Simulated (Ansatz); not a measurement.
Geometry optimisation, RHF/def2-SVP in Ansatz 0.2.0.

The input (input.yaml):

```yaml
crystal:
  periodic: [false, false, false]
  atoms:
    - { symbol: Ti, position_ang: [-0.131387, -0.231541, 0.079547] }
    - { symbol: Cl, position_ang: [-0.133908, -0.236378, 2.427234] }
    - { symbol: O, position_ang: [1.483494, -0.36137, -0.559956] }
    - { symbol: H, position_ang: [2.231649, -0.754103, -0.979368] }
    - { symbol: O, position_ang: [-0.976871, 1.150701, -0.557135] }
    - { symbol: H, position_ang: [-1.636038, 1.6757, -0.981437] }
    - { symbol: O, position_ang: [-1.016372, -1.677077, -0.295922] }
    - { symbol: H, position_ang: [-1.546693, -2.452448, -0.216862] }
    - { symbol: Br, position_ang: [1.74717, 2.815537, 1.224612] }
    - { symbol: H, position_ang: [1.222556, 1.945079, 2.312588] }
basis:
  gaussian: { orbitals: def2-SVP }
hamiltonian:
  xc: hf
relax:
  f_tol: 0.03
  max_steps: 50
```

Run as:

```bash
$ ansatz run input.yaml --threads 4 --pin off --max-ram 5120MiB --backend cpu --events-out ev --progress --plain --runs-dir out
```

Task: Where does it end, and by what steps?

Result: The forces met the threshold. The force dipped under the threshold on the way, but the program's further checks kept it going. After 37 steps the energy has fallen by 0.308 eV; Br9 moved furthest, 1.31 Å.

| step | energy less start (eV) | largest force component (eV/Å) | accepted |
| --- | --- | --- | --- |
| 0 | 0.0000 | 1.438 | yes |
| 2 | -0.1951 | 0.121 | yes |
| 4 | -0.2121 | 0.492 | yes |
| 6 | -0.2313 | 0.350 | yes |
| 8 | -0.2445 | 0.203 | yes |
| 10 | -0.2560 | 0.672 | yes |
| 12 | -0.2778 | 0.088 | yes |
| 14 | -0.2790 | 0.017 | yes |
| 16 | -0.2793 | 0.021 | yes |
| 18 | -0.2803 | 0.186 | yes |
| 20 | -0.2815 | 0.123 | yes |
| 22 | -0.2859 | 0.056 | yes |
| 24 | -0.2932 | 0.310 | yes |
| 26 | -0.3014 | 0.116 | yes |
| 28 | -0.3056 | 0.053 | yes |
| 30 | -0.3072 | 0.067 | yes |
| 32 | -0.3076 | 0.040 | yes |
| 34 | -0.3079 | 0.034 | yes |
| 36 | -0.3082 | 0.047 | yes |
| 37 | -0.3083 | 0.021 | yes |

```xyz
10
Properties=species:S:1:pos:R:3
Ti 0.012 -0.532 0.058
Cl 0.575 -0.371 2.255
O 1.460 -0.861 -0.865
H 1.966 -1.466 -1.384
O -0.684 1.000 -0.402
H -0.527 1.916 -0.581
O -1.158 -1.814 -0.154
H -2.067 -2.032 -0.289
Br 0.858 3.673 1.648
H 0.809 2.361 2.168
```

Whether the end is a true minimum wasn't checked by a vibrational analysis.

Time of the run: 72 s on 4 threads of Arm Neoverse V2 (shared host), peak memory 0.48 GiB.
